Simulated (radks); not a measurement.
All-electron atom: Ho in [Xe] 4f11 6s2.

Method: scalar-relativistic Kohn-Sham, Slater X-alpha with alpha = 0.74, spin-unpolarised, spherical densities, finite nucleus; Fermi nuclear charge, rms radius 5.2022 fm; computed with a radial shooting solver on a logarithmic mesh with Libxc functionals.

Energy parts (eV):
| part | energy |
|---|---|
| total | -343640.82 |
| kinetic | 371624.01 |
| electron-nucleus | -842022.70 |
| Hartree | 134488.26 |
| exchange | -7730.38 |

Orbitals (lengths in bohr, moments of r in powers of bohr):
orbital  occ.  eigenvalue (eV)   <1/r>      <r^4>
1s          2        -55505.84   76.01  9.260e-07
2s          2        -9294.897   17.69  0.0001445
2p          6        -8242.075   16.39  0.0001092
3s          2        -2077.142   6.518   0.005488
3p          6        -1755.003   6.103   0.005771
3d         10        -1345.081   5.791   0.004534
4s          2        -409.8296   2.755     0.1340
4p          6        -303.6150   2.524     0.1769
4d         10        -159.8893   2.228     0.2770
5s          2         -50.3219   1.042      5.026
5p          6         -25.7097  0.8617      11.10
4f         11          -3.4819   1.613      3.883
6s          2          -3.4352  0.3111      573.7

The highest occupied level is 6s at -3.435 eV. The electron density at the nucleus is 8.45e+05 e/bohr^3 (large components only). For comparison, the ionisation energy in NIST's Atomic Spectra Database is 6.022 eV (measured). In exact Kohn-Sham theory the highest level is minus the ionisation energy, but local and semilocal functionals leave it too shallow, through self-interaction and a potential that decays too fast; potentials with the right tail come closer. The density falls to 0.001 e/bohr^3 at r = 5.10 bohr. Summed over all electrons, <r^2> = 75.59 bohr^2, which gives a Langevin (diamagnetic) susceptibility term of -59.9 x 10^-6 cm^3/mol.

Beside tabulated values, note that spin-unpolarised runs miss the spin-polarisation part of the exchange energy of open shells.
